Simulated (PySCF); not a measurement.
**Two probes of the same atoms: core binding energy and nuclear shielding**

Species: C3H7FOSi.
Z-matrix (Å and degrees, PBE0-D3(BJ)/def2-SVP geometry), rows numbered from 1:
```
F 
C   1  1.3786
C   2  1.4873  1  110.61
C   3  1.3363  2  124.22  1   125.24
O   4  1.3511  3  122.96  2     1.79
Si  5  1.6801  4  126.13  3  -161.23
H   2  1.1013  1  109.04  3   121.62
H   2  1.1053  1  107.50  3  -121.12
H   3  1.0930  2  117.84  1   -54.68
H   4  1.0990  3  121.01  2   179.99
H   6  1.4944  5  109.03  4   -41.70
H   6  1.4850  5  106.00  4  -161.49
H   6  1.4918  5  110.61  4    78.59
```

Binding energies: delta-SCF UKS SCAN, pcX-2 on the ionised atom, pcseg-1 elsewhere, spin-free X2C (PySCF 2.14.0). Shieldings: GIAO PBE0/pcSseg-1, non-relativistic, same geometry.

| atom | C 1s (eV) |
| --- | --- |
| C2 | 292.87 |
| C3 | 290.19 |
| C4 | 292.31 |

**Question.** What are the absolute isotropic shieldings of these atoms?

**Answer.** 
```
atom                    environment  C 1s (eV)  isotropic shielding (ppm)
  C3               alkene CH carbon     290.19                       69.7
  C4  vinylic carbon bearing oxygen     292.31                       34.6
  C2                 sp3 C–F carbon     292.87                      108.8
```

**Question.** Among the listed atoms, is the one with the highest binding energy also the least shielded?

**Answer.** No. The highest binding energy is at C2 (292.87 eV, shielding 108.8 ppm), the lowest shielding at C4 (34.6 ppm, 292.31 eV).

By binding energy: C3 < C4 < C2. By shielding: C4 < C3 < C2.

One conformer (not necessarily the lowest) at the PBE0-D3(BJ)/def2-SVP geometry, without solvent, vibrations or thermal averaging.
